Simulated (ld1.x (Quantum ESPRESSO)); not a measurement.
Reading a pseudo-wave (scandium)

Columns: radius, all-electron u(r) and pseudo u(r) of the 4s shell (level -3.56 eV) of scandium in the configuration [Ne] 3s2 3p6 3d2 4s1 4p0; PBEsol, scalar-relativistic, TM semilocal scheme, ld1.x (Quantum ESPRESSO) 7.5.

```json
{"r (bohr)": "0.118", "all-electron": "-0.0403", "pseudo": "-0.0187"}
{"r (bohr)": "0.235", "all-electron": "-0.1395", "pseudo": "-0.0370"}
{"r (bohr)": "0.353", "all-electron": "-0.0649", "pseudo": "-0.0548"}
{"r (bohr)": "0.470", "all-electron": "0.0607", "pseudo": "-0.0715"}
{"r (bohr)": "0.588", "all-electron": "0.1651", "pseudo": "-0.0872"}
{"r (bohr)": "0.705", "all-electron": "0.2230", "pseudo": "-0.1016"}
{"r (bohr)": "0.822", "all-electron": "0.2356", "pseudo": "-0.1150"}
{"r (bohr)": "0.940", "all-electron": "0.2122", "pseudo": "-0.1279"}
{"r (bohr)": "1.058", "all-electron": "0.1638", "pseudo": "-0.1407"}
{"r (bohr)": "1.175", "all-electron": "0.1010", "pseudo": "-0.1543"}
{"r (bohr)": "1.292", "all-electron": "0.0310", "pseudo": "-0.1698"}
{"r (bohr)": "1.410", "all-electron": "-0.0415", "pseudo": "-0.1883"}
{"r (bohr)": "1.528", "all-electron": "-0.1122", "pseudo": "-0.2110"}
{"r (bohr)": "1.645", "all-electron": "-0.1782", "pseudo": "-0.2383"}
{"r (bohr)": "1.763", "all-electron": "-0.2394", "pseudo": "-0.2709"}
{"r (bohr)": "1.880", "all-electron": "-0.2940", "pseudo": "-0.3075"}
{"r (bohr)": "1.998", "all-electron": "-0.3428", "pseudo": "-0.3469"}
{"r (bohr)": "2.115", "all-electron": "-0.3850", "pseudo": "-0.3857"}
{"r (bohr)": "2.232", "all-electron": "-0.4213", "pseudo": "-0.4213"}
{"r (bohr)": "2.350", "all-electron": "-0.4523", "pseudo": "-0.4523"}
{"r (bohr)": "2.468", "all-electron": "-0.4782", "pseudo": "-0.4782"}
{"r (bohr)": "2.585", "all-electron": "-0.4992", "pseudo": "-0.4992"}
{"r (bohr)": "2.702", "all-electron": "-0.5160", "pseudo": "-0.5160"}
{"r (bohr)": "2.820", "all-electron": "-0.5289", "pseudo": "-0.5289"}
{"r (bohr)": "2.938", "all-electron": "-0.5384", "pseudo": "-0.5384"}
{"r (bohr)": "3.055", "all-electron": "-0.5446", "pseudo": "-0.5446"}
```

Problem. How many radial nodes do the two functions have?

Solution. The all-electron 4s function has n − l − 1 = 3 (the table is too coarse to show those close to the nucleus); the pseudo-wave has 0, since the states of the same l below it are removed with the core.

Problem. At about which radius was the pseudo-wave matched?

Solution. 2.35 bohr. The columns agree to 0.0005 from 2.23 bohr on; several derivatives are matched, so the curves merge somewhat inside the radius.

Problem. Is the pseudo-wave norm-conserving?

Solution. Yes: the TM semilocal scheme keeps the norm inside the radius equal to the all-electron one, which fixes the energy derivative of the logarithmic derivative at the level.
